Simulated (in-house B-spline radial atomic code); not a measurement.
A run on Tc+ (an excited or competing configuration) that did not converge. Method: scalar-relativistic (X2C) wB97X, spin-polarised, spherical fractional occupations, exact exchange averaged over the configuration, Fermi nucleus of rms radius 4.41117 fm; computed with an all-electron radial atomic-structure program (B-spline basis).

Command:
```bash
python run_scf.py task.json out
```
Settings (nuclear radius in fm, mass in u):
```
Z                43
configuration    [Ar] 3d9 4s2 4p6 4d5 4f1 5s1
hamiltonian      x2c
method           wb97x
spin_polarised   True
nucleus          fermi
rms_radius       4.41117
atomic_mass      96.90636
speed_of_light   137.035999084
exact_exchange   averaged over the configuration
```

First and last ten iterations of the last attempt (damped for 15 steps, keeping 80 % of the old Fock matrix, then DIIS):
```
 iter        energy (Eh)    residual
    1       -4265.971610    4.46e-01
    2       -4270.206077    3.17e-01
    3       -4272.655943    2.22e-01
    4       -4274.003193    1.45e-01
    5       -4274.706242    9.19e-02
    6       -4275.026676    6.13e-02
    7       -4275.160161    4.21e-02
    8       -4275.216353    2.94e-02
    9       -4275.241083    2.08e-02
   10       -4275.252495    1.49e-02
  111       -4275.265655    3.06e-05
  112       -4275.265655    1.11e-05
  113       -4275.265655    1.67e-05
  114       -4275.265655    8.56e-05
  115       -4275.265655    9.92e-06
  116       -4275.265655    2.44e-05
  117       -4275.265655    8.91e-05
  118       -4275.265655    1.58e-05
  119       -4275.265655    9.27e-05
  120       -4275.265655    1.15e-05
 not converged after 120 iterations
```

The smallest residual met was 2.6e-06; the threshold is about 4e-07. Over the last five steps the energy moves by less than 1e-08 hartree, but the orbitals didn't meet the threshold. Cost of the run: 33 s on 1 thread of Arm Neoverse V2 (shared host).
